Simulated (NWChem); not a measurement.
System: C2H4FNSi; SMILES N#C[C@@H](F)[SiH3]

Output (shortened):

```
             Northwest Computational Chemistry Package (NWChem) 7.3.0
             --------------------------------------------------------

                             Geometry "geometry" -> ""
                             -------------------------

 Output coordinates in angstroms (scale by  1.889725989 to convert to a.u.)

  No.       Tag          Charge          X              Y              Z
 ---- ---------------- ---------- -------------- -------------- --------------
    1 N                    7.0000     0.79609200    -2.34110000     0.16970400
    2 C                    6.0000     0.22466800    -1.37234000    -0.10494900
    3 C                    6.0000    -0.45527100    -0.12260200    -0.42874300
    4 F                    9.0000    -1.66744000    -0.04503000     0.22220700
    5 Si                  14.0000     0.60269200     1.41076700     0.06737900
    6 H                    1.0000    -0.63733100    -0.10624700    -1.51883800
    7 H                    1.0000     0.82909600     1.36821800     1.53678000
    8 H                    1.0000    -0.17959600     2.61785200    -0.31811700
    9 H                    1.0000     1.88944700     1.35101800    -0.68176500

 Effective nuclear repulsion energy (a.u.)     200.9380450578

                                 NWChem DFT Module
                                 -----------------

 Summary of "ao basis" -> "ao basis" (spherical)
 ------------------------------------------------------------------------------
       Tag                 Description            Shells   Functions and Types
 ---------------- ------------------------------  ------  ---------------------
 N                          def2-svp                 6       14   3s2p1d
 C                          def2-svp                 6       14   3s2p1d
 F                          def2-svp                 6       14   3s2p1d
 Si                         def2-svp                 8       18   4s3p1d
 H                          def2-svp                 3        5   2s1p

 in cosmo_initialize ...
 calling solv_data for solv:dcm

 solvent parameters
 solvname_short: dcm
 solvname_long:  dichloromethane
 dielec:        8.9300
 dielecinf:     2.0283
 nonaqueous SMD model solvent descriptors
 dielec:        8.9300
 sola:          0.1000
 solb:          0.0500
 solc:          0.0000
 solg:         39.1500
 solh:          0.6670
 soln:          1.4242

          ---------------
          -cosmo- solvent
          ---------------
 Cosmo: York-Karplus, doi: 10.1021/jp992097l
 dielectric constant -eps-     =   8.93
 screen = (eps-1)/(eps    )    =   0.88802
 surface charge correction     = lagrangian

   van der Waals surface
 --------------------------

 ---------- ATOMIC COORDINATES (A.U.) ------------ VDWR(ANG.) --
     1    1.50439574   -4.42403751    0.32069406     1.890
     2    0.42456096   -2.59334656   -0.19832485     1.850
     3   -0.86033744   -0.23168419   -0.81020679     1.850
     4   -3.15100470   -0.08509436    0.41991034     1.730
     5    1.13892274    2.66596306    0.12732785     2.470
     6   -1.20438095   -0.20077772   -2.87018764     1.200
     7    1.56676426    2.58555711    2.90409310     1.200
     8   -0.33938723    4.94702296   -0.60115396     1.200
     9    3.57053710    2.55305383   -1.28834904     1.200
 number of segments per atom =        128
 number of   points per atom =        128
 atom (   nspa,  nppa )
 ----------------------
    1 (     94,     0 )       0
    2 (     42,     0 )       0
    3 (     17,     0 )       0
    4 (     76,     0 )       0
    5 (     93,     0 )       0
    6 (     50,     0 )       0
    7 (     32,     0 )       0
    8 (     32,     0 )       0
    9 (     31,     0 )       0
 number of -cosmo- surface points =      467
 molecular surface =    129.709 angstrom**2
 molecular volume  =    115.118 angstrom**3
 -lineq- algorithm             =   0
 -bem- low  level              =   3
 -bem- from -octahedral-
 gaussian surface charge width =   4.50000
 degree of switching           =   1.00000
 switching function tolerance  =   0.00010
 atomic radii =
 --------------
    1  7.000  1.890
    2  6.000  1.850
    3  6.000  1.850
    4  9.000  1.730
    5 14.000  2.470
    6  1.000  1.200
    7  1.000  1.200
    8  1.000  1.200
    9  1.000  1.200
 ...... end of -cosmo- initialization ......

 nat:                     9
 ixmem:                  4523
 calling mnsol_interface()
 G(SMD-CDS) energy (kcal/mol)  =     1.054
 SMD-CDS SASA (angstrom**2)    =   145.991

            General Information
            -------------------
          SCF calculation type: DFT
          Wavefunction type:  closed shell.
          No. of atoms     :     9
          No. of electrons :    46
           Alpha electrons :    23
            Beta electrons :    23
          Charge           :     0
          Spin multiplicity:     1
          Use of symmetry is: off; symmetry adaption is: off
          Maximum number of iterations: 150
          AO basis - number of functions:    94
                     number of shells:    44
          Convergence on energy requested:  1.00D-06
          Convergence on density requested:  1.00D-05
          Convergence on gradient requested:  5.00D-04

              XC Information
              --------------
                         PBE0 Method XC Functional
                     Hartree-Fock (Exact) Exchange  0.250
          PerdewBurkeErnzerhof Exchange Functional  0.750
            Perdew 1991 LDA Correlation Functional  1.000 local
           PerdewBurkeErnz. Correlation Functional  1.000 non-local

             Grid Information
             ----------------
          Grid used for XC integration:  medium
          Radial quadrature: Mura-Knowles
          Angular quadrature: Lebedev.
          Tag              B.-S. Rad. Rad. Pts. Rad. Cut. Ang. Pts.
          ---              ---------- --------- --------- ---------
          N                   0.65       49          12.0       434
          C                   0.70       49          11.0       434
          F                   0.50       49          10.0       434
          Si                  1.10       88           9.0       590
          H                   0.35       45          11.0       434
          Grid pruning is: on
          Number of quadrature shells:   464
          Spatial weights used:  Erf1

      Superposition of Atomic Density Guess
      -------------------------------------

 Sum of atomic energies:        -519.52197439

      Non-variational initial energy
      ------------------------------

 Total energy =    -521.441216
 1-e energy   =   -1115.578319
 2-e energy   =     393.199058
 HOMO         =      -0.336517
 LUMO         =      -0.003749

   convergence    iter        energy       DeltaE   RMS-Dens  Diis-err
 ---------------- ----- ----------------- --------- --------- ---------
     COSMO gas phase
 d= 0,ls=0.0,diis     1   -521.8768301930 -7.23D+02  1.95D-02  1.03D+00
 d= 0,ls=0.0,diis     2   -521.5412713257  3.36D-01  1.24D-02  4.14D+00
 d= 0,ls=0.0,diis     3   -522.0050194907 -4.64D-01  2.41D-03  6.74D-02
 d= 0,ls=0.0,diis     4   -522.0096928261 -4.67D-03  1.17D-03  2.69D-02
 d= 0,ls=0.0,diis     5   -522.0123019911 -2.61D-03  2.25D-04  6.70D-04
  Resetting Diis
 d= 0,ls=0.0,diis     6   -522.0123595045 -5.75D-05  6.03D-05  3.45D-05
 d= 0,ls=0.0,diis     7   -522.0123634026 -3.90D-06  2.73D-05  2.40D-06
 d= 0,ls=0.0,diis     8   -522.0123632758  1.27D-07  1.42D-05  3.85D-06
 d= 0,ls=0.0,diis     9   -522.0123636563 -3.80D-07  3.69D-06  4.08D-07

   convergence    iter        energy       DeltaE   RMS-Dens  Diis-err
 ---------------- ----- ----------------- --------- --------- ---------
     COSMO solvation phase
 d= 0,ls=0.0,diis     1   -522.0181302771 -5.77D-03  1.80D-03  4.34D-03
 d= 0,ls=0.0,diis     2   -522.0182639640 -1.34D-04  5.83D-04  1.18D-02
 d= 0,ls=0.0,diis     3   -522.0195301394 -1.27D-03  2.22D-04  1.49D-04
 d= 0,ls=0.0,diis     4   -522.0195479354 -1.78D-05  6.99D-05  4.51D-05
 d= 0,ls=0.0,diis     5   -522.0195524442 -4.51D-06  2.27D-05  6.72D-06
 d= 0,ls=0.0,diis     6   -522.0195529579 -5.14D-07  4.93D-06  2.84D-07

         Total DFT energy =     -522.019552957876
      One electron energy =    -1117.666116277722
           Coulomb energy =      445.146917405474
    Exchange-Corr. energy =      -50.145049921006
 Nuclear repulsion energy =      200.938045057763

             COSMO energy =       -0.293349222385

 Numeric. integr. density =       45.999994392319

                                COSMO-SMD solvation results
                                ---------------------------

             internal energy in gas <Psi(g)|H|Psi(g)> =      -522.012363656291
         internal energy in solvent <Psi(s)|H|Psi(s)> =      -522.010628576900
                               delta internal energy  =         0.001735079392 (    1.09 kcal/mol)
   total free energy in solvent <Psi(s)|H+V/2|Psi(s)> =      -522.021233046642
 polarization energy contribution <Psi(s)|V/2|Psi(s)> =        -0.010604469743 (   -6.65 kcal/mol)
    total free energy in solvent including G(SMD-CDS) =      -522.019552957876
                       G(SMD-CDS) energy contribution =         0.001680088767 (    1.05 kcal/mol)
     1 M fixed-concentration free energy of solvation =        -0.007189301585 (   -4.51 kcal/mol)

                       DFT Final Molecular Orbital Analysis
                       ------------------------------------

 Vector   21  Occ=2.000000D+00  E=-3.697520D-01
              MO Center=  8.9D-01,  1.1D+00,  3.0D-01, r^2= 3.2D+00
   Bfn.  Coefficient  Atom+Function         Bfn.  Coefficient  Atom+Function
  ----- ------------  ---------------      ----- ------------  ---------------
    80      0.313884  7 H  s                 90     -0.294262  9 H  s
    66      0.262633  5 Si pz                69      0.181823  5 Si pz
    81      0.169285  7 H  s                 91     -0.155143  9 H  s
    63     -0.147432  5 Si pz                47      0.139324  4 F  py
    18      0.115686  2 C  px                64     -0.114778  5 Si px

 Vector   22  Occ=2.000000D+00  E=-3.665863D-01
              MO Center=  4.1D-01,  1.1D+00, -5.5D-02, r^2= 4.5D+00
   Bfn.  Coefficient  Atom+Function         Bfn.  Coefficient  Atom+Function
  ----- ------------  ---------------      ----- ------------  ---------------
    85      0.334982  8 H  s                  4     -0.197489  1 N  px
    64     -0.196475  5 Si px                86      0.182221  8 H  s
    90     -0.172092  9 H  s                 65      0.159006  5 Si py
    80     -0.156242  7 H  s                 67     -0.129595  5 Si px
    18      0.126615  2 C  px                19      0.117979  2 C  py

 Vector   23  Occ=2.000000D+00  E=-3.258021D-01
              MO Center= -4.9D-02, -3.6D-01, -8.1D-02, r^2= 3.5D+00
   Bfn.  Coefficient  Atom+Function         Bfn.  Coefficient  Atom+Function
  ----- ------------  ---------------      ----- ------------  ---------------
    31      0.257205  3 C  s                 33      0.233679  3 C  py
     6      0.205169  1 N  pz                47      0.202036  4 F  py
    34      0.186712  3 C  pz                65     -0.182743  5 Si py
     4      0.180137  1 N  px                75     -0.180272  6 H  s
    32      0.170900  3 C  px                48      0.165547  4 F  pz

 Vector   24  Occ=0.000000D+00  E=-1.690538D-02
              MO Center=  9.7D-02, -8.6D-01, -4.3D-02, r^2= 3.6D+00
   Bfn.  Coefficient  Atom+Function         Bfn.  Coefficient  Atom+Function
  ----- ------------  ---------------      ----- ------------  ---------------
    35      0.389220  3 C  px                67      0.354652  5 Si px
     7     -0.344914  1 N  px                45      0.319656  4 F  s
    21      0.316065  2 C  px                 4      0.308529  1 N  px
    18      0.280809  2 C  px                86      0.238200  8 H  s
    91     -0.218054  9 H  s                  9      0.204381  1 N  pz

 Vector   25  Occ=0.000000D+00  E= 1.768286D-02
              MO Center=  3.8D-01, -6.6D-01, -9.3D-02, r^2= 4.5D+00
   Bfn.  Coefficient  Atom+Function         Bfn.  Coefficient  Atom+Function
  ----- ------------  ---------------      ----- ------------  ---------------
    67      0.609582  5 Si px                 9     -0.430450  1 N  pz
    23      0.390861  2 C  pz                20      0.362435  2 C  pz
    76      0.361008  6 H  s                  6      0.339148  1 N  pz
    68      0.337015  5 Si py                60     -0.291225  5 Si s
    22      0.273989  2 C  py                86      0.264928  8 H  s

 Vector   26  Occ=0.000000D+00  E= 2.860974D-02
              MO Center=  6.4D-01,  1.0D+00, -3.0D-02, r^2= 4.6D+00
   Bfn.  Coefficient  Atom+Function         Bfn.  Coefficient  Atom+Function
  ----- ------------  ---------------      ----- ------------  ---------------
    31      1.143348  3 C  s                 68      1.147372  5 Si py
    86     -0.676428  8 H  s                 76     -0.510567  6 H  s
    17     -0.439091  2 C  s                  3      0.331027  1 N  s
    67      0.305307  5 Si px                59      0.282649  5 Si s
    36      0.272328  3 C  py                35      0.251065  3 C  px

     Multipole analysis of the density
     ---------------------------------

     L   x y z        total         alpha         beta         nuclear
     -   - - -        -----         -----         ----         -------
     0   0 0 0     -0.000000    -23.000000    -23.000000     46.000000

     1   1 0 0     -0.054378      0.425051      0.425051     -0.904480
     1   0 1 0      1.470946      1.473452      1.473452     -1.475957
     1   0 0 1     -0.754678     -0.327266     -0.327266     -0.100146

     2   2 0 0    -29.628224    -87.640987    -87.640987    145.653749
     2   1 1 0      3.260180     -0.696200     -0.696200      4.652581
     2   1 0 1      0.693868     -0.046560     -0.046560      0.786988
     2   0 2 0    -33.014324   -173.989278   -173.989278    314.964233
     2   0 1 1      1.001299      0.233931      0.233931      0.533437
     2   0 0 2    -25.618878    -25.510128    -25.510128     25.401378
```

Level: PBE0/def2-SVP, SMD on the gas-phase geometry. All runs use the structure optimised with PBE0/def2-SVP. Solvent: dichloromethane.

**Question.** Reconstruct the input file.

**Answer.** Several could match; the one computed here: the input that was run:
```
start job
memory heap 200 mb stack 900 mb global 1100 mb
geometry units angstroms noautosym nocenter noautoz
  N      0.796092    -2.341100     0.169704
  C      0.224668    -1.372340    -0.104949
  C     -0.455271    -0.122602    -0.428743
  F     -1.667440    -0.045030     0.222207
  Si     0.602692     1.410767     0.067379
  H     -0.637331    -0.106247    -1.518838
  H      0.829096     1.368218     1.536780
  H     -0.179596     2.617852    -0.318117
  H      1.889447     1.351018    -0.681765
end
basis spherical
  * library def2-svp
end
dft
  xc pbe0
  iterations 150
end
cosmo
  do_cosmo_smd true
  solvent dcm
end
task dft energy
```
